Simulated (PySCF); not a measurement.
**[Tl(OH)2]+ at several levels of theory**

Computed with PySCF 2.14.0 (density fitting, no spin-orbit coupling) at the geometry relaxed with PBE:

```xyz
5
[Tl(OH)2]+ (singlet)
Tl    0.0000    0.0000    0.6931
O     1.9902    0.2015    0.9063
H     2.4456   -0.1968    0.1231
O    -1.9902   -0.2015    0.9063
H    -2.4456    0.1968    0.1231
```

```
level                                           basis    state  HOMO (eV)  gap (eV)  charge on Tl1 (e)  dipole about the centre of mass (D)  largest force component (eV/Å)
  PBE  Tl def2-SVP with ECP60, O def2-SVP, H def2-SVP  singlet     -13.29      2.79               1.00                                 2.67                            0.03
 BP86                                        the same  singlet     -13.42      2.80               1.00                                 2.68                            0.03
M06-L                                        the same  singlet     -13.58      3.36               1.18                                 2.80                            0.56
   HF                                        the same  singlet     -18.90     13.14               1.40                                 3.28                            1.91
TPSSh                                        the same  singlet     -14.11      4.14               1.08                                 2.77                            0.33
  PBE       Tl x2c-SVPall, O x2c-SVPall, H x2c-SVPall  singlet     -13.26      2.79               1.02                                 2.67                            0.58
```

Charges are Mulliken's, which hang on the basis. The relaxation used the grid (50, 194), these runs (75, 302) or, all-electron (x2c bases, spin-free X2C Hamiltonian), (99, 590).

Problem. What does PBE with Tl def2-TZVP with ECP60, O def2-TZVP, H def2-TZVP give here?

Solution. state singlet, HOMO (eV) -13.39, gap (eV) 2.94, charge on Tl1 (e) 1.06, dipole about the centre of mass (D) 2.61, largest force component (eV/Å) 0.66. Time: 6 s on 2 threads of Arm Neoverse V1, on a shared host, from free ions and atoms.

In the first row's basis the gap widens with exact exchange: 2.8 to 3.4 eV for PBE, BP86, M06-L (none); 4.1 eV for TPSSh (a fixed share); 13.1 eV for Hartree–Fock (rising or full at long range).
